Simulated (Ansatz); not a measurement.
Calculation: frozen-core CCSD(T)/def2-TZVPP // PBE0-D3(BJ)/def2-TZVP in Ansatz (a first-principles code).

Ansatz 0.2 input:
```yaml
crystal:
  periodic: [false, false, false]
  atoms:
    - { symbol: Ge, position_ang: [0.000001, 0.0, -0.000001] }
    - { symbol: H, position_ang: [0.235275, -1.198734, -0.928308] }
    - { symbol: H, position_ang: [1.268515, 0.268285, 0.820353] }
    - { symbol: H, position_ang: [-1.166387, -0.308388, 0.947904] }
    - { symbol: H, position_ang: [-0.337404, 1.238839, -0.839948] }
basis:
  gaussian: { orbitals: def2-TZVPP }
correlation:
  method: ccsd_t
```

Output:

```
Functional definition: HF
615 factors; integrals over basis functions are off by at most 7.2e-4 eV
mean field evaluation 1: about -56535.9422 eV, gradient 1.0e1 eV
mean field evaluation 2: about -56535.9773 eV, gradient 1.0e1 eV
mean field evaluation 4: about -56536.5164 eV, gradient 2.2e0 eV
mean field evaluation 8: about -56536.5225 eV, gradient 7.8e-5 eV
mean field evaluation 16: about -56536.4649 eV, gradient 2.1e0 eV
mean field -56536.52249409 eV, -2077.6788798265 hartree, gradient 3.8e-7 eV, S^2 0.000000; 0 other end points of the search recorded, 0 dependent functions left out
9 core orbitals not correlated
reference -56536.52249409 eV, -2077.6788798265 hartree; 9, 9 occupied and 86, 86 virtual orbitals, 615 factors
second order -7.59168773 eV of doubles, -0.00000000 eV of singles
cycle   1  -7.77744001 eV  change   -1.9e-1 eV  update   7.3e-2
cycle   2  -8.11261457 eV  change   -3.4e-1 eV  update   2.2e-2
cycle   3  -8.14056613 eV  change   -2.8e-2 eV  update   9.5e-3
cycle   4  -8.13760278 eV  change    3.0e-3 eV  update   2.3e-3
cycle   5  -8.13749080 eV  change    1.1e-4 eV  update   5.6e-4
cycle   6  -8.13725482 eV  change    2.4e-4 eV  update   1.6e-4
cycle   7  -8.13724486 eV  change    1.0e-5 eV  update   3.4e-5
cycle   8  -8.13725292 eV  change   -8.1e-6 eV  update   8.4e-6
perturbative correction -0.23235388 eV, -0.0085388476 hartree
Total energy: -56544.89210089 eV, -2077.9864572034 hartree
```

Cost: roughly 5 core-seconds.
